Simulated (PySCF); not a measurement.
Computed IR spectrum (relative IR intensity) of a molecule C4H13NSi. Geometry: PBE-D3(BJ)/def2-SVP. The values are those of a single conformer. Computed with PBE-D3(BJ)/def2-SVP (PySCF 2.14.0). Frequencies are harmonic and unscaled.

Lines under 2 % of the strongest are left out, and lines within 2 cm⁻¹ are merged.

ν (cm⁻¹): 653 (vw), 665 (w), 691 (w), 844 (vw), 869 (m), 937 (w), 944 (vs), 961 (vw), 1053 (w), 1109 (vw), 1201 (m), 1207 (w), 1328 (w), 1357 (w), 1387 (vw), 1446 (w), 2087 (s), 2154 (m), 2165 (m), 2902 (m), 2957 (vw), 2967 (w), 2973 (vw), 2983 (w), 3041 (w), 3061 (w), 3063 (w), 3074 (w) (against the strongest line: vs over 80 %, s over 45 %, m over 15 %, w over 4 %, vw less)

Q: Pick the molecule that these values belong to.
(A) CC[SiH2]CNC
(B) CC(C)N(C)[SiH3]
(C) CCN[SiH](C)C
(D) C[C@@H]([SiH3])CCN

A: B, CC(C)N(C)[SiH3]
